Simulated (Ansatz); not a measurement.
C2H9NSn can be A, `CC[NH][SnH3]`, or B, `CN[CH2][SnH3]`.

Program: Ansatz. Geometries: PBE0-D4/def2-TZVP. ΔE: electronic, gas phase. CBS: MP2 limit from def2 TZ/QZ plus the TZ coupled-cluster correction, frozen cores. DFT in def2-TZVPP. B3LYP here is the variant with VWN-RPA as its local correlation; programs differ in this. Elements past krypton have def2 core potentials. For Sn outer-core shells are correlated without core-valence functions, which leaves a few kJ/mol of doubt a bond. Each species was taken in one conformer, which may not be the lowest.

A:

```xyz
13

C     0.2165   -2.0576   -0.1899
C    -0.4169   -0.6798   -0.1705
N     0.5818    0.3531    0.0521
Sn   -0.0487    2.2456    0.4166
H    -0.5384   -2.8359   -0.3286
H     0.7490   -2.2463    0.7444
H     0.9353   -2.1418   -1.0105
H    -0.9950   -0.5374   -1.0986
H    -1.1434   -0.6318    0.6493
H     1.2989    0.3137   -0.6620
H     1.3530    3.2105    0.5153
H    -0.8955    2.1777    1.8955
H    -1.0967    2.8299   -0.8130
```

B:

```xyz
13

C    -0.3343    1.1961    1.7126
N     0.3581    0.3955    0.7250
C    -0.5240   -0.1474   -0.2849
Sn    0.5946   -1.3651   -1.6652
H     0.3860    1.6290    2.4101
H    -0.9355    2.0126    1.2790
H    -1.0110    0.5577    2.2875
H     1.0913    0.9436    0.2939
H    -1.2555   -0.8038    0.1968
H    -1.0984    0.6133   -0.8398
H     1.0435   -2.8411   -0.9369
H     2.0073   -0.5034   -2.1052
H    -0.3221   -1.6870   -3.0731
```

Which is lower in electronic energy at CCSD(T)/CBS, and by how much? (Estimate.)

The calculation gave: A, by 12.5 kcal/mol.

Give E(B) − E(A) in kcal/mol with MP2/def2-TZVPP, CCSD(T)/def2-TZVPP, B2PLYP, ωB97M-V, HF/def2-TZVPP, PBE-D4, B3LYP-D4. (An estimate is asked.)

Computed: MP2/def2-TZVPP 12.3, CCSD(T)/def2-TZVPP 11.9, B2PLYP 12.1, ωB97M-V 11.6, HF/def2-TZVPP 13.0, PBE-D4 10.7, B3LYP-D4 11.5. None reverses the order clearly.

Largest T1 diagnostic: 0.012.
